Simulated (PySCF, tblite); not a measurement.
Isomers of C3H12N2OSi2. Level: GFN2-xTB in tblite, geometry and Hessian alike; calculated harmonic values, unscaled, isolated species. The method is semi-empirical: single wavenumbers can be off by several per cent or more. Modes of hydrogen on silicon can be 10 to 20 % off. One conformer each.

Electronic energies: PBE0/pcSseg-1 single points on the GFN2-xTB geometries (PySCF, gas phase).

| SMILES | electronic energy, lowest = 0 (kcal/mol) |
| --- | --- |
| CC(=O)N(C)[SiH2]N[SiH3] | 30.9 |
| C=N[SiH2][Si@H](NC)OC | 69.0 |
| CC(C)O[SiH]1N[SiH2]N1 | 0.0 |
| [H]/N=C\CC[Si@@H](N)O[SiH3] | 23.9 |
| C=NCC[Si@@H](N)O[SiH3] | 31.9 |
| CN([SiH3])C[SiH2]C(N)=O | 77.3 |

Problem. How do GFN2-xTB zero-point energies change the relative energies?

Solution. 
```json
{"SMILES": "CC(C)O[SiH]1N[SiH2]N1", "ZPE (kcal/mol)": "96.0", "of it from modes above 1550 cm⁻¹": "50.0", "electronic (kcal/mol)": "0.0", "with ZPE, lowest = 0 (kcal/mol)": "0.0", "lowest mode (cm⁻¹)": "30", "rings": "1"}
{"SMILES": "[H]/N=C\\CC[Si@@H](N)O[SiH3]", "ZPE (kcal/mol)": "93.3", "of it from modes above 1550 cm⁻¹": "51.4", "electronic (kcal/mol)": "23.9", "with ZPE, lowest = 0 (kcal/mol)": "21.2", "lowest mode (cm⁻¹)": "22", "rings": "0"}
{"SMILES": "CC(=O)N(C)[SiH2]N[SiH3]", "ZPE (kcal/mol)": "92.1", "of it from modes above 1550 cm⁻¹": "49.2", "electronic (kcal/mol)": "30.9", "with ZPE, lowest = 0 (kcal/mol)": "27.0", "lowest mode (cm⁻¹)": "42", "rings": "0"}
{"SMILES": "C=NCC[Si@@H](N)O[SiH3]", "ZPE (kcal/mol)": "92.5", "of it from modes above 1550 cm⁻¹": "50.6", "electronic (kcal/mol)": "31.9", "with ZPE, lowest = 0 (kcal/mol)": "28.4", "lowest mode (cm⁻¹)": "8i", "rings": "0"}
{"SMILES": "C=N[SiH2][Si@H](NC)OC", "ZPE (kcal/mol)": "93.5", "of it from modes above 1550 cm⁻¹": "50.1", "electronic (kcal/mol)": "69.0", "with ZPE, lowest = 0 (kcal/mol)": "66.4", "lowest mode (cm⁻¹)": "24", "rings": "0"}
{"SMILES": "CN([SiH3])C[SiH2]C(N)=O", "ZPE (kcal/mol)": "91.1", "of it from modes above 1550 cm⁻¹": "49.3", "electronic (kcal/mol)": "77.3", "with ZPE, lowest = 0 (kcal/mol)": "72.4", "lowest mode (cm⁻¹)": "7", "rings": "0"}
```

The zero-point energies span 4.9 kcal/mol, from `CN([SiH3])C[SiH2]C(N)=O` to `CC(C)O[SiH]1N[SiH2]N1`. Slightly imaginary modes are left out of the zero-point energy: `C=NCC[Si@@H](N)O[SiH3]` 7.6i cm⁻¹. The order is unchanged.

Problem. And how do the electronic energies of GFN2-xTB itself compare?

Solution. `CC(C)O[SiH]1N[SiH2]N1` 0.0; `[H]/N=C\CC[Si@@H](N)O[SiH3]` 18.9; `CC(=O)N(C)[SiH2]N[SiH3]` 14.5; `C=NCC[Si@@H](N)O[SiH3]` 19.5; `C=N[SiH2][Si@H](NC)OC` 53.1; `CN([SiH3])C[SiH2]C(N)=O` 73.5 kcal/mol, lowest = 0. Against the energies above, taken from the same isomer `CC(C)O[SiH]1N[SiH2]N1`, the largest difference is 16.4 kcal/mol.
